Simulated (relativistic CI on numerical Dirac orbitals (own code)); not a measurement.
# Line list: Electric-dipole lines, Bi71+

Calculated at this level of theory: Dirac-Coulomb-Breit CI, orbitals from a KLI potential per configuration, a model potential for QED, unscaled Slater integrals (own radial code, finite nucleus).

Configuration list (outside the closed core [Ne]): 3s2, 3s.3p, 3p2, 3s.3d, 3d2, 3p.3d, 3p.4s, 3d.4s, 3s.4s, 3s.4p, 3s.4d, 3s.4f, 3s.5s, 3s.5p, 3s.5d, 4s2. Levels of other configurations are missing.

```csv
λ vac (nm),Lower,Upper,A (s⁻¹),E lower (10³ cm⁻¹),E upper (10³ cm⁻¹)
0.22218,3s.3p 3P°_2 [5],3s.5d 3D_3 [66],1.03e+14,6529.2,51537.7
0.27409,3s.3p 3P°_0 [2],3s.4d 3D_1 [44],9.81e+13,1361.0,37845.5
0.27518,3s.3p 3P°_1 [3],3s.4d 3D_2 [45],1.44e+14,1514.0,37854.4
0.28543,3s2 1S_0 [1],3s.4p 3P°_1 [39],7.10e+13,0.0,35034.5
0.31442,3s.3p 3P°_2 [5],3s.4d 3D_3 [46],1.95e+14,6529.2,38334.1
0.31774,3s.3p 1P°_1 [6],3s.4d 1D_2 [47],1.74e+14,6880.2,38352.5
0.32751,3p2 1D_2 [7],3s.4f 3F°_3 [49],7.34e+13,8239.9,38773.5
0.33088,3s.3d 3D_1 [9],3s.4f 3F°_2 [48],3.46e+14,8524.0,38746.6
0.33222,3s.3d 3D_2 [10],3s.4f 3F°_3 [49],3.05e+14,8673.0,38773.5
0.34138,3s.3d 3D_3 [11],3s.4f 3F°_4 [50],3.97e+14,9664.0,38957.2
0.34253,3s.3d 1D_2 [12],3s.4f 1F°_3 [51],3.73e+14,9824.4,39019.2
0.35993,3s.3p 3P°_2 [5],3s.4s 3S_1 [36],7.57e+13,6529.2,34312.7
0.69379,3s.4p 3P°_2 [42],3s.5d 3D_3 [66],3.68e+13,37124.0,51537.7
1.3900,3p.3d 3F°_2 [13],3d2 3F_2 [27],4.39e+12,9985.5,17180.0
1.3961,3s.3p 3P°_0 [2],3s.3d 3D_1 [9],3.06e+12,1361.0,8524.0
1.3968,3s.3p 3P°_1 [3],3s.3d 3D_2 [10],8.15e+12,1514.0,8673.0
1.4120,3p2 3P_0 [4],3p.3d 3D°_1 [14],5.68e+12,3241.6,10323.9
1.4136,3p.3d 3F°_3 [16],3d2 1G_4 [31],3.67e+12,11343.1,18417.3
1.4195,3p2 1D_2 [7],3p.3d 3D°_2 [19],4.20e+12,8239.9,15284.7
1.4337,3s.3p 3P°_2 [5],3p2 3P_2 [17],5.40e+12,6529.2,13504.3
1.4428,3s.3d 3D_3 [11],3p.3d 3D°_3 [25],2.98e+12,9664.0,16594.7
1.4468,3s.3p 3P°_0 [2],3p2 3P_1 [8],3.45e+12,1361.0,8272.7
1.4534,3s2 1S_0 [1],3s.3p 1P°_1 [6],7.41e+12,0.0,6880.2
1.4586,3p.3d 3D°_1 [14],3d2 3F_2 [27],3.92e+12,10323.9,17180.0
1.4913,3s.3d 3D_2 [10],3p.3d 3F°_3 [20],8.03e+12,8673.0,15378.8
1.5035,3s.3d 3D_3 [11],3p.3d 3F°_4 [23],4.90e+12,9664.0,16315.1
1.5096,3s.3p 1P°_1 [6],3p2 3P_2 [17],5.28e+12,6880.2,13504.3
1.5152,3s.3d 1D_2 [12],3p.3d 3P°_2 [24],4.04e+12,9824.4,16424.3
3.1901,3s.3p 3P°_2 [5],3s.3d 3D_3 [11],4.36e+11,6529.2,9664.0
3.2358,3p2 3P_2 [17],3p.3d 3D°_3 [25],7.40e+11,13504.3,16594.7
```

Terms are leading LS components. Brackets give the number of a level in order of energy, since labels repeat. The list gives strong lines, with weight on those to low levels, without lines whose two gauges differ by over a factor of 2.5. Levels whose partners in the same complex of configurations lie outside the list can be far off, and so can their lines. Rates are taken at the computed energies, electric ones in the length gauge.

At this charge energies of transitions that change n are usually good to better than 1 %, and those within a shell (Δn = 0) to a few per cent.

**Question.** From the table, what is the radiative lifetime of 3s.5d 3D_3?

**Answer.** The listed rates from this level add up to about 1.40e+14 s⁻¹, 98 % of its decay; with all channels τ = 7.02e-15 s.

LS names give the leading component of a level, which can be under half, so a name can repeat, a term be missing and a line seem to break the LS rules.
